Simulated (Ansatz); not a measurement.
Gas-phase reaction in SMILES: [SiH3]N[SiH3] -> [SiH3] (SiH3) + [NH][SiH3] (the N-Si bond at the site shown breaks; other sites are not compared here)
Each molecule is optimised on its own at B3LYP-D3(BJ)/def2-TZVP (Ansatz, a program for electronic structure).
Geometry of the first species:
```xyz
10

Si     1.5374    -0.1545     0.2780
N     -0.0087    -0.3951    -0.4600
Si    -1.5332     0.3284    -0.0787
H      2.5841     0.0409    -0.7549
H      1.4386     1.0483     1.1322
H      1.9584    -1.3052     1.1173
H     -0.0383    -1.1112    -1.1744
H     -2.4596    -0.6104     0.6041
H     -2.2124     0.7953    -1.3121
H     -1.2684     1.4741     0.8178
```
Charge 0, spin multiplicity 1.

Wanted: bond dissociation energy (electronic energy difference), in kcal/mol. Cores are frozen in the correlated levels unless marked. UHF or UKS for open shells. No spin-orbit coupling. Non-relativistic. CBS(X,Y): correlation extrapolated as X^-3; Hartree-Fock from the larger set. The bracket is a focal-point correction in the basis named.

```
level                                                                             program  bond dissociation energy (kcal/mol)
-------------------------------------------------------------------------  --------------  -----------------------------------
PBE/def2-TZVPD                                                                     Ansatz                                104.7
revPBE-D3(BJ)/def2-TZVPD                                                   Ansatz + dftd3                                102.7
r2SCAN-D4/def2-TZVPD                                                       Ansatz + dftd4                                104.7
PBE0-D4/def2-TZVPD                                                         Ansatz + dftd4                                108.1
r2SCANh-D4/def2-TZVPD                                                      Ansatz + dftd4                                105.1
LC-wPBE-D3(BJ)/def2-TZVPD                                                  Ansatz + dftd3                                110.6
LC-wPBE-D4/def2-TZVPD                                                      Ansatz + dftd4                                110.9
B2GP-PLYP-D4/def2-TZVPD                                                    Ansatz + dftd4                                    …
B2PLYP-D4/def2-TZVPD                                                       Ansatz + dftd4                                110.6
RPA@PBE/cc-pV(Q+d)Z                                                                Ansatz                                108.1
SCS-MP2/STO-3G                                                                     Ansatz                                106.4
SCS-MP2/aug-cc-pV(D+d)Z                                                            Ansatz                                108.7
SCS-MP2/cc-pV(T+d)Z                                                                Ansatz                                115.8
SCS-MP2/cc-pVTZ                                                                    Ansatz                                114.4
CCSD/cc-pV(T+d)Z                                                                   Ansatz                                108.9
CCSD(T) with core electrons (1s frozen past Ne)/cc-pwCVTZ                          Ansatz                                    …
RI-MP2/CBS(aug-cc-pV(T+d)Z,aug-cc-pV(Q+d)Z)+[CCSD(T)-MP2]/aug-cc-pV(T+d)Z          Ansatz                                114.2
```

**Question.** Fill in the missing entries.

**Answer.** 
- B2GP-PLYP-D4/def2-TZVPD, bond dissociation energy (kcal/mol): 111.7
- CCSD(T) with core electrons (1s frozen past Ne)/cc-pwCVTZ, bond dissociation energy (kcal/mol): 112.0
